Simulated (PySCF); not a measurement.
## Radial density of Pd (palladium, neutral)

r2SCAN, [Kr] 4d10, closed-shell 1S. Computed with PySCF 2.14 in x2c-SVPall (6s5p5d1f, 53 functions), with the spin-free X2C one-electron Hamiltonian (Gaussian nucleus).

```csv
r (bohr),4πr²ρ (e/bohr)
0.0267,57.54
0.0449,49.73
0.0756,66.92
0.127,66.32
0.214,49.58
0.360,53.01
0.605,16.54
1.02,16.88
1.71,5.783
2.88,0.9566
4.84,0.06662
8.15,0.0006186
```

Densities and radii are taken from the X2C orbitals without a picture-change correction, which distorts them close to the nucleus.
